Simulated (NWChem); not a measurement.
System: C$_{4}$H$_{2}$F$_{2}$O; SMILES Fc1ccc(F)o1

Input file for NWChem:

```
start job
memory heap 200 mb stack 900 mb global 1100 mb
geometry units angstroms noautosym nocenter noautoz
  F     -2.222637     0.000000    -0.663658
  C     -1.070732     0.000000    -0.052665
  C     -0.721628     0.000000     1.254476
  C      0.721628     0.000000     1.254476
  C      1.070732     0.000000    -0.052665
  F      2.222637     0.000000    -0.663658
  O      0.000000     0.000000    -0.865749
  H     -1.393324     0.000000     2.108180
  H      1.393324     0.000000     2.108180
end
basis spherical
  * library 6-31g*
end
dft
  xc m06-2x
  iterations 150
end
cosmo
  dielec 11.7
end
task dft energy
```

Coordinates come from a PBE0/def2-SVP optimisation.

Level: M06-2X/6-31G* with COSMO at NWChem's default radii, gas-phase geometry; the question gives the dielectric constant.

### Question
What results follow from this input? (M06-2X/6-31G* (spherical d), COSMO on the gas-phase geometry.) Quantities: electrostatic solvation energy (kcal/mol); dipole in solution (D).

### Answer
```yaml
electrostatic solvation energy (kcal/mol): -2.0
dipole in solution (D): 2.05
```
